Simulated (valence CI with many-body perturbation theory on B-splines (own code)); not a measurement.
# Pm XXII in brief

Calculated by configuration interaction combined with many-body perturbation theory (CI+MBPT): four valence electrons over a frozen Dirac-Fock core [Kr], a basis of 7 s, 7 p, 8 d, 6 f, 4 g, 1 h functions for each j, with the one-electron correlation potential Σ1, the two-electron term Σ2, the three-electron term Σ3, Breit, model QED; selected CI, second order for the rest, scaled by the run's own slope (own B-spline code, finite nucleus).

No measured spectrum was set against this ion. As an estimate, terms of the open shell hold to 2 to 4 % of their energy, and close levels can change places. The list stops below the first excitations out of the core.

Levels are named by their leading jj configuration (3d3/2^4 stands for four electrons in 3d with j = 3/2), which in mixed levels can hold well under half, so a name can repeat and another be missing.

Rates and lifetimes use the calculated energies. Strong lines usually hold to 10 to 20 %, long lifetimes can be off by a factor of two.

**Question.** What is the ground level?

**Answer.** (4d3/2^4) J=0, composition 47 % 4d⁴ ³P + 46 % 4d⁴ ⁵D + 7 % 4d⁴ ¹S.

**Question.** How well does LS coupling describe the low levels?

**Answer.** Among the lowest 20 levels the leading LS term, summed over configurations, holds 55 % on average. For single configurations the figures are 55 % in LS and 80 % in jj coupling. Terms mix most in the J = 4 level at 54513 cm⁻¹, where the leading one holds 31 %.

**Question.** What is the ionisation energy?

**Answer.** 652.37 eV; NIST lists 651 ± 4 eV (theoretical).
